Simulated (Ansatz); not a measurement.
Z-matrix (Å, degrees):
```
C
B 1 1.568
H 1 1.098 2 109.8
H 1 1.091 2 112.2 3 119.2
H 1 1.094 2 112.2 3 -118.1
C 2 1.579 1 122.0 3 71.3
O 2 1.357 1 118.0 3 -108.3
N 6 1.382 2 116.8 1 -26.5
C 6 1.344 2 120.2 1 153.3
H 7 0.963 2 112.0 1 175.3
H 8 1.007 6 117.4 2 162.1
H 8 1.005 6 116.5 2 22.5
H 9 1.083 6 121.1 2 0.7
H 9 1.086 6 122.7 2 -177.2
```

Total charge 0; spin multiplicity 1.

Problem. List the ωB97M-V/def2-TZVPP orbital energies in eV (Ansatz 0.2.0). (Estimate.)

Solution. Ansatz gave: Occupied: -526.43, -394.68, -281.92, -280.88, -280.59, -188.07, -31.43, -28.14, -23.20, -22.31, -18.94, -17.96, -17.30, -15.90, -14.26, -14.00, -13.65, -13.38, -12.84, -12.59, -12.06, -10.89, -8.32. Lowest empty: 1.56, 2.11, 2.99, 3.17, 3.79, 4.12, 4.28, 4.38.
